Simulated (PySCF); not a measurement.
C5H9PSi.
Structure used (GFN2-xTB), in Å, numbered top down from 1:
```
atom  x, y, z in Å
Si1    2.6850    0.1139   -0.1428
P2     0.7290   -0.0116   -1.2323
C3    -0.1391    1.3355   -0.4012
C4    -1.3269    1.2000    0.1734
C5    -2.1001   -0.0837    0.2324
C6    -1.2165   -1.2951    0.2639
C7    -0.0194   -1.3662   -0.3028
H8     2.5710    0.1618    1.3177
H9     3.4536   -1.0697   -0.5285
H10    3.3483    1.3292   -0.6156
H11    0.3599    2.2959   -0.4289
H12   -1.7974    2.0514    0.6494
H13   -2.7560   -0.1446   -0.6462
H14   -2.7491   -0.0807    1.1125
H15   -1.6117   -2.1484    0.8012
H16    0.5620   -2.2786   -0.2637
```

Level of theory: PySCF 2.14.0, density-fitted response routines, TDDFT B3LYP/def2-SVPD, vertical, gas phase, core orbitals frozen in the response.

Broadening: Gaussians 0.5 eV wide at half height, area fixed by f = 4.319×10⁻⁹ ∫ε dν̃. The width is an assumption, not a result. The curve ends short of the highest state used, and states not computed would add to its high-energy end.

E (eV), ε (L mol⁻¹ cm⁻¹) and a bar:
```
     3.80          2 
     3.85          5 
     3.89         10 
     3.93         18 
     3.98         34 
     4.02         56 
     4.07         99 
     4.11        150 
     4.15        219 #
     4.20        334 #
     4.24        451 #
     4.28        590 ##
     4.33        789 ##
     4.37        963 ###
     4.41       1146 ###
     4.46       1383 ####
     4.50       1582 #####
     4.54       1801 #####
     4.59       2128 ######
     4.63       2462 #######
     4.68       3013 #########
     4.72       3586 ###########
     4.76       4290 #############
     4.81       5335 ################
     4.85       6265 ###################
     4.89       7220 ######################
     4.94       8343 #########################
     4.98       9096 ###########################
     5.02       9652 #############################
     5.07      10006 ##############################
     5.11      10001 ##############################
     5.15       9759 #############################
     5.20       9189 ############################
     5.24       8587 ##########################
     5.29       7749 #######################
     5.33       7073 #####################
     5.37       6433 ###################
     5.42       5718 #################
     5.46       5230 ################
     5.50       4817 ##############
     5.55       4403 #############
     5.59       4143 ############
     5.63       3935 ############
     5.68       3729 ###########
```

**Question.** Where are the band maxima, and which computed states make them?

**Answer.** 244 nm (5.09 eV), ε about 10000, made up of S2 (90%) (ε in L mol⁻¹ cm⁻¹; maxima over ε = 5, shares over 10%). The states used: S1 4.55 eV (f 0.025); S2 5.06 eV (f 0.169); S3 5.41 eV (f 0.054); S4 5.52 eV (f 0.0044); S5 5.80 eV (f 0.046); S6 6.17 eV (f 0.0004); S7 6.23 eV (f 0.029); S8 6.28 eV (f 0.0027).

**Question.** What would ε be at 5.09 eV, the highest of these maxima, with half the width (0.25 eV)?

**Answer.** About 17400 L mol⁻¹ cm⁻¹ against 10000, a factor of about 1.7; a lone state at its own centre would give exactly 2.

**Question.** Coming from long wavelengths, where does ε first pass 100 L mol⁻¹ cm⁻¹?

**Answer.** At about 305 nm (4.07 eV), 0.48 eV below S1.

**Question.** On this curve, what absorbance would a 10⁻³ mol/L sample give at 248 nm over a 1 cm path?

**Answer.** 248 nm is 4.999 eV, where ε is about 9400 L mol⁻¹ cm⁻¹, so A = ε c l ≈ 9.4 (Beer–Lambert, with the gas-phase spectrum and the assumed width).

One conformer stands for the species.
